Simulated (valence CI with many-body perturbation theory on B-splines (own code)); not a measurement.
# Questions on Gd XXVI

Method: configuration interaction combined with many-body perturbation theory (CI+MBPT): three valence electrons over a frozen Dirac-Fock core [Kr], radial functions for each j: 9 s, 9 p, 10 d, 8 f, 5 g, 3 h, 1 i, with the one-electron correlation potential Σ1 (screened to all orders), the two-electron term Σ2, the three-electron term Σ3, Breit, model QED; selected single and double excitations, second order for the rest (own B-spline code, finite nucleus).

No measured levels were compared; by estimate terms of the open shell hold to 2 to 4 % of their energy, and close levels can change places. Only levels of the ground parity were solved; by the run's estimate the other parity begins above the list, which can be wrong where configurations are misplaced.

Levels are named by their leading jj configuration (3d3/2^4 stands for four electrons in 3d with j = 3/2), which in mixed levels can hold well under half, so a name can repeat and another be missing.

Rates and lifetimes use the calculated energies. Strong lines usually hold to 10 to 20 %, long lifetimes can be off by a factor of two.

Question: What is the ground level?

Answer: (4d3/2^3) J=3/2, composition 63 % 4d3 4F + 28 % 4d3 2D + 6 % 4d3 2P, g = 0.602.

Question: What is the ionisation energy?

Answer: 852.59 eV; NIST lists 851 ± 4 eV (theoretical).

Question: How well does LS coupling describe the low levels?

Answer: Among the lowest 19 levels the leading LS term, summed over configurations, holds 65 % on average. For single configurations the figures are 65 % in LS and 86 % in jj coupling. Terms mix most in the J = 3/2 level at 16.686 eV, where the leading one holds 42 %.
